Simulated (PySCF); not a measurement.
## Basis and Hamiltonian dependence of the excitation energy of Ca⁺

Ca⁺ [Ar] 4s1 (2S) → Ca⁺ [Ar] 4p1 (2P). Calculated with PySCF 2.14 from differences of total energies of unrestricted determinants, without spin-orbit coupling. Values in eV.

```json
{"basis": "aug-cc-pVDZ-X2C", "Hamiltonian": "spin-free X2C", "functions": "36", "UHF": "2.930", "PBE": "2.784", "PBE0": "2.824", "CCSD(T) (valence and next inner shell)": "n/a"}
{"basis": "def2-TZVPPD", "Hamiltonian": "non-relativistic", "functions": "36", "UHF": "2.901", "PBE": "2.765", "PBE0": "2.803", "CCSD(T) (valence and next inner shell)": "n/a"}
{"basis": "x2c-TZVPPall", "Hamiltonian": "spin-free X2C", "functions": "36", "UHF": "2.942", "PBE": "2.810", "PBE0": "2.847", "CCSD(T) (valence and next inner shell)": "n/a"}
{"basis": "ANO-RCC-VTZP", "Hamiltonian": "spin-free X2C", "functions": "38", "UHF": "2.941", "PBE": "2.826", "PBE0": "2.861", "CCSD(T) (valence and next inner shell)": "3.103"}
{"basis": "x2c-TZVPPall with one added diffuse shell each of s, p, d type", "Hamiltonian": "spin-free X2C", "functions": "45", "UHF": "2.940", "PBE": "2.811", "PBE0": "2.847", "CCSD(T) (valence and next inner shell)": "3.126"}
{"basis": "aug-cc-pVTZ-X2C", "Hamiltonian": "spin-free X2C", "functions": "59", "UHF": "2.931", "PBE": "2.812", "PBE0": "2.847", "CCSD(T) (valence and next inner shell)": "n/a"}
{"basis": "def2-QZVPPD", "Hamiltonian": "non-relativistic", "functions": "70", "UHF": "2.895", "PBE": "2.762", "PBE0": "2.800", "CCSD(T) (valence and next inner shell)": "3.103"}
{"basis": "x2c-QZVPPall", "Hamiltonian": "spin-free X2C", "functions": "73", "UHF": "2.934", "PBE": "2.809", "PBE0": "2.845", "CCSD(T) (valence and next inner shell)": "3.150"}
{"basis": "dyall-av2z", "Hamiltonian": "non-relativistic", "functions": "76", "UHF": "2.899", "PBE": "2.777", "PBE0": "2.810", "CCSD(T) (valence and next inner shell)": "n/a"}
{"basis": "aug-cc-pwCVTZ-X2C", "Hamiltonian": "spin-free X2C", "functions": "84", "UHF": "2.930", "PBE": "2.808", "PBE0": "2.844", "CCSD(T) (valence and next inner shell)": "3.137"}
{"basis": "x2c-QZVPPall with one added diffuse shell each of s, p, d, f type", "Hamiltonian": "spin-free X2C", "functions": "89", "UHF": "2.934", "PBE": "2.806", "PBE0": "2.843", "CCSD(T) (valence and next inner shell)": "3.150"}
{"basis": "aug-cc-pwCVTZ-X2C with one added diffuse shell each of s, p, d, f type", "Hamiltonian": "spin-free X2C", "functions": "100", "UHF": "2.930", "PBE": "2.808", "PBE0": "2.844", "CCSD(T) (valence and next inner shell)": "3.137"}
{"basis": "dyall-av3z", "Hamiltonian": "spin-free X2C", "functions": "132", "UHF": "2.931", "PBE": "2.808", "PBE0": "2.845", "CCSD(T) (valence and next inner shell)": "n/a"}
{"basis": "aug-cc-pwCVQZ-X2C", "Hamiltonian": "spin-free X2C", "functions": "150", "UHF": "2.930", "PBE": "2.805", "PBE0": "2.842", "CCSD(T) (valence and next inner shell)": "n/a"}
```

Frozen in the all-electron rows: valence: [Ar]; valence and next inner shell: [Ne].

Non-relativistic rows lack the scalar-relativistic shift.

Reference for a calculation without spin-orbit coupling: 3.142 eV (measured, between term centres; NIST).
